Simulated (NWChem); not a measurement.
SiHOF, singlet; SMILES O[Si]F

```xyz
4

Si     0.6240     0.0017     0.0000
F     -0.4315    -1.2591     0.0000
O     -0.4337     1.2762     0.0000
H     -1.3841     1.0985     0.0000
```
Atoms are numbered in this order, from 1.

Low-valent species are run as closed-shell singlets; no triplet was tried in these runs. Coordinates come from a PBE0/def2-SVP optimisation.

Symmetry labels are those of Cs in the frame above (b1 and b2, or b-type labels, depend on it).

Question: List the 4 lowest vertical singlet excitations from B3LYP/def2-SVPD, TDA (NWChem).

Answer: 
```tsv
state	energy (eV)	oscillator strength	symmetry	leading excitation (squared amplitude)
S1	5.78	0.199	a"	HOMO → LUMO (0.92)
S2	7.11	0.111	a'	HOMO → LUMO+1 (0.78)
S3	7.24	0.044	a"	HOMO−2 → LUMO (0.94)
S4	7.68	0.181	a'	HOMO → LUMO+2 (0.72)
```
